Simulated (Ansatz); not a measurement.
Ansatz (a program for electronic structure) input (r2SCAN/def2-TZVP):

Ansatz 0.2 input:
```yaml
crystal:
  periodic: [false, false, false]
  atoms:
    - {symbol: S, position_ang: [-0.81280242, -0.12519103, 0.56065771]}
    - {symbol: S, position_ang: [0.89726807, 0.12289137, -0.59284163]}
    - {symbol: H, position_ang: [-1.70325745, -0.52859580, -0.37989177]}
    - {symbol: H, position_ang: [1.63475489, -0.58119172, 0.29133482]}
    - {symbol: H, position_ang: [-1.28294775, 1.14658208, 0.60349966]}
basis:
  gaussian:
    orbitals: def2-TZVP
hamiltonian:
  xc: {name: r2SCAN}
total_charge: 1
relax: {f_tol: 0.003, max_steps: 100}
```

End of the output:

```
relax step   3: F+E_penalty+E_count = -21710.34333603 eV  Δ(F+E_penalty+E_count) = -9.917e-4 eV  max|allowed force component| = 2.386e-2 eV/Å  Δτ_max = 0.0099 Å  (31 SCF iters, accepted)
these checks for a lower state are left out or cut short: starts, cluster_reference, orbital_swaps, neighbouring_geometries, increment
integrals: 0.03 GiB planned
654 factors; their error is unknown
mean field: 0.21 GiB planned
mean field -21710.34340400 eV, -797.8404042976 hartree, gradient 1.3e-5 eV, S^2 0.000000; 0 other end points of the search recorded, 0 dependent functions left out
the calculation of the forces begins
reference -21710.34341252 eV, -797.8404046109 hartree; 17, 17 occupied and 75, 75 virtual orbitals, 654 factors
relax step   4: F+E_penalty+E_count = -21710.34340400 eV  Δ(F+E_penalty+E_count) = -6.797e-5 eV  max|allowed force component| = 9.968e-3 eV/Å  Δτ_max = 0.0019 Å  (24 SCF iters, accepted)
these checks for a lower state are left out or cut short: starts, cluster_reference, orbital_swaps, neighbouring_geometries, increment
integrals: 0.03 GiB planned
654 factors; their error is unknown
mean field: 0.21 GiB planned
mean field -21710.34341703 eV, -797.8404047767 hartree, gradient 6.7e-5 eV, S^2 0.000000; 0 other end points of the search recorded, 0 dependent functions left out
the calculation of the forces begins
reference -21710.34342556 eV, -797.8404050900 hartree; 17, 17 occupied and 75, 75 virtual orbitals, 654 factors
relax step   5: F+E_penalty+E_count = -21710.34341703 eV  Δ(F+E_penalty+E_count) = -1.304e-5 eV  max|allowed force component| = 7.832e-4 eV/Å  Δτ_max = 0.0012 Å  (21 SCF iters, accepted)
integrals: 0.03 GiB planned
654 factors; their error is unknown
mean field: 0.21 GiB planned
mean field -21710.34341703 eV, -797.8404047767 hartree, gradient 6.7e-5 eV, S^2 0.000000; 1 other end points of the search recorded, 0 dependent functions left out
the calculation of the forces begins
reference -21710.34342556 eV, -797.8404050900 hartree; 17, 17 occupied and 75, 75 virtual orbitals, 654 factors
Total energy: -21710.34342556 eV, -797.8404050900 hartree
Atom 0 at    -0.799770    -0.125500     0.555613 Å, force    -0.000327     0.000535    -0.000772 eV/Å
Atom 1 at     0.888127     0.123647    -0.590222 Å, force     0.000051    -0.000056     0.000073 eV/Å
Atom 2 at    -1.700909    -0.527108    -0.378712 Å, force     0.000388     0.000270     0.000637 eV/Å
Atom 3 at     1.627155    -0.580680     0.293711 Å, force    -0.000236     0.000034     0.000044 eV/Å
Atom 4 at    -1.281587     1.144135     0.602369 Å, force     0.000124    -0.000783     0.000019 eV/Å
Dipole moment:    -0.417146     0.001877     0.175095 e Å
```

It need not be the lowest isomer of its formula.
